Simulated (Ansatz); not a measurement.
A search over several starts for the lowest SCF solution of the cluster V₃ at the given spin, in a small basis.

```yaml
crystal:
  periodic: [false, false, false]
  atoms:
    - {symbol: V, position_ang: [0.341121, 0.608288, -0.930316]}
    - {symbol: V, position_ang: [0.891984, -0.746013, 0.041171]}
    - {symbol: V, position_ang: [-1.233114, 0.137725, 0.889155]}
basis:
  gaussian: {orbitals: def2-SVP, initial_orbitals: start.molden}
magnetization: {spin_polarized: true, initial_magnetization: 3}
hamiltonian: {xc: pbe0, dispersion: d4}
output: {orbitals: {seedname: orbitals}}
```

The file start.molden holds the orbitals of an earlier run on this structure, at another level or in another basis.

```sh
$ ansatz run in.yaml --threads 2 --pin off --events-out ev --progress --plain --max-ram 4352MiB
```

Output, abridged:

```
Functional definition: PBE0
1052 factors; integrals over basis functions are off by at most 1.2e-3 eV
mean field evaluation 1: about -77027.9139 eV, gradient 6.2e0 eV
mean field evaluation 2: about -77028.5406 eV, gradient 1.7e0 eV
mean field evaluation 4: about -77028.6759 eV, gradient 7.8e-2 eV
mean field evaluation 8: about -77028.9199 eV, gradient 1.5e-1 eV
mean field evaluation 16: about -77028.9102 eV, gradient 5.5e-1 eV
mean field evaluation 32: about -77028.9261 eV, gradient 3.3e-5 eV
mean field evaluation 64: about -77028.9224 eV, gradient 3.3e-2 eV
mean field evaluation 96: about -76896.7770 eV, gradient 1.7e2 eV
mean field evaluation 128: about -76939.8466 eV, gradient 1.5e2 eV
mean field evaluation 160: about -76934.4508 eV, gradient 1.4e2 eV
mean field evaluation 192: about -76981.6051 eV, gradient 1.4e2 eV
mean field evaluation 224: about -76981.0991 eV, gradient 1.5e2 eV
mean field evaluation 256: about -76926.7646 eV, gradient 1.4e2 eV
mean field evaluation 288: about -76983.4326 eV, gradient 1.5e2 eV
mean field evaluation 320: about -76995.8501 eV, gradient 1.1e2 eV
mean field evaluation 352: about -76987.6224 eV, gradient 1.1e2 eV
mean field evaluation 384: about -76982.9924 eV, gradient 1.2e2 eV
mean field evaluation 416: about -77027.1820 eV, gradient 3.1e-2 eV
mean field evaluation 448: about -77028.2671 eV, gradient 2.0e0 eV
mean field evaluation 480: about -77028.4654 eV, gradient 2.4e-4 eV
mean field evaluation 512: about -77028.5171 eV, gradient 9.9e-1 eV
mean field evaluation 544: about -77028.7992 eV, gradient 3.6e0 eV
mean field evaluation 576: about -77028.5627 eV, gradient 4.2e-1 eV
mean field evaluation 608: about -77028.9168 eV, gradient 2.0e-2 eV
mean field evaluation 640: about -77027.8575 eV, gradient 4.1e-3 eV
mean field evaluation 672: about -77028.0571 eV, gradient 7.2e-2 eV
mean field evaluation 704: about -77026.3579 eV, gradient 1.5e1 eV
mean field evaluation 736: about -77028.7791 eV, gradient 1.8e-1 eV
mean field evaluation 768: about -77028.7792 eV, gradient 1.6e-2 eV
mean field evaluation 800: about -77028.7792 eV, gradient 8.9e-4 eV
mean field evaluation 832: about -77028.9191 eV, gradient 3.0e-1 eV
mean field evaluation 864: about -77028.7793 eV, gradient 2.6e-6 eV
mean field evaluation 896: about -77028.9055 eV, gradient 4.5e-1 eV
mean field evaluation 928: about -77026.5667 eV, gradient 4.4e0 eV
mean field evaluation 960: about -77028.8958 eV, gradient 2.3e-1 eV
mean field -77028.92609022 eV, -2830.7608217342 hartree, gradient 2.5e-6 eV, S^2 5.268759; 28 other end points of the search recorded, 0 dependent functions left out
reference -77028.92611842 eV, -2830.7608227707 hartree; 36, 33 occupied and 57, 60 virtual orbitals, 1052 factors
Total energy: -77029.00415720 eV, -2830.7636906430 hartree
```

Hardware: 2 threads of AMD EPYC 9R45 on a shared host. Wall time 1.7 min.

Other converged states that the search met: 0.01 eV higher (⟨S²⟩ = 5.63), 0.15 eV higher (⟨S²⟩ = 5.72).

The charge 0 quartet is spin-contaminated (final ⟨S²⟩ up to 5.27, 3.75 for a pure state). At PBE0-D4/def2-TZVP a sextet of charge 0 lies 0.26 eV below the quartet, each at its own geometry. The structure comes from a short search, and lower isomers may exist.
